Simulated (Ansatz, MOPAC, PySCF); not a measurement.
Pair of molecules: C2H2 (SMILES C#C) (first 4 atoms) with CH3I (SMILES CI); geometry from B3LYP-D3(BJ)/def2-TZVP, rigid monomers moved along the line of their centres of mass till C1···H8 is 3.03 Å.
(charge 0, multiplicity 1):
```xyz
9

C     -0.3668    -0.0942     0.7666
C     -0.2625    -1.0548     0.0594
H     -0.4479     0.7505     1.4092
H     -0.1760    -1.9023    -0.5758
C      1.6925    -0.7021     4.1443
I      0.9804     1.2648     4.6743
H      1.3314    -1.3876     4.9021
H      1.2878    -0.9349     3.1659
H      2.7752    -0.6570     4.1310
```

Interaction energies are E(AB) − E(A) − E(B) at the monomers' geometry in the complex; basis-set methods are counterpoise corrected.

The state that AM1, PM3 reach isn't checked.

The values were computed with Ansatz (an electronic-structure program); MOPAC for AM1, PM3 (differences of heats of formation); PySCF for the dispersion terms. Values without a source in brackets are computed. In def2 rows elements past Kr take small-core potentials, without spin–orbit coupling.

One of these levels gives -0.9 kJ/mol for the interaction energy. Name it.
A) HF/def2-TZVPPD
B) AM1
C) PM3
D) PBE-D3(BJ)/def2-TZVPPD

B, AM1. The others give 0.4 (PM3), -3.0 (HF/def2-TZVPPD), -9.2 (PBE-D3(BJ)/def2-TZVPPD)
